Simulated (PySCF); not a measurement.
**Correlation energy of Be (beryllium, neutral)**

[He] 2s2, closed-shell 1S. All numbers are calculated (PySCF 2.14, the spin-free X2C one-electron Hamiltonian (Gaussian nucleus), in aug-cc-pVQZ-DK (6s5p4d3f2g, 80 functions)). Frozen: 1s2; 2 electrons correlated.

With two correlated electrons CCSD is exact within the correlated space (frozen core and kept virtual orbitals).

```tsv
level	correlation energy (mhartree)
CCSD	-45.99
```

Diagnostics: T1 = 0.022, D1 = 0.0307, largest double amplitude 0.109.

**Question.** Is a single reference adequate?

**Answer.** Mostly. T1 lies below 0.03, but a double amplitude of this size points to a near-degeneracy that CCSD handles and MP2 describes poorly.
